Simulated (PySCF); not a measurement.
Mapped SMILES: `[cH:1]1[cH:2][s:3][c:4](-[c:5]2[cH:6][cH:7][cH:8][s:9]2)[cH:10]1`; H(Xn) means a hydrogen on atom n.

Geometry: PBE0-D3(BJ)/def2-SVP; GIAO absolute shieldings from PySCF 2.14.0 with density-fitted response routines, gas phase, non-relativistic, averaged over equivalent atoms.

At PBE0/pcSseg-1 (214 basis functions, 37 s wall time on 1 thread of an Arm Neoverse V1, shared host):
| atoms | σ (ppm) |
| --- | --- |
| C4/C5 | 38.5 |
| C1/C7 | 52.2 |
| C2/C8 | 54.0 |
| C6/C10 | 58.0 |
| S3/S9 | 285.6 |
| H(C6)/H(C10) | 23.94 |
| H(C1)/H(C7) | 24.29 |
| H(C2)/H(C8) | 24.32 |

Q: Predict the values at B3LYP/pcSseg-1 on the same geometry.

A: 
| atoms | σ at B3LYP/pcSseg-1 | change |
| --- | --- | --- |
| C4/C5 | 31.0 | -7.5 |
| C1/C7 | 46.8 | -5.4 |
| C2/C8 | 48.1 | -5.9 |
| C6/C10 | 52.9 | -5.1 |
| S3/S9 | 261.8 | -23.8 |
| H(C6)/H(C10) | 24.19 | +0.25 |
| H(C1)/H(C7) | 24.54 | +0.25 |
| H(C2)/H(C8) | 24.58 | +0.26 |

The largest change is at S3/S9 (aromatic ring sulfur). Cost: 214 basis functions, 34 s wall time on 1 thread of an Arm Neoverse V1, shared host. The order of the carbon signals is the same at both levels.
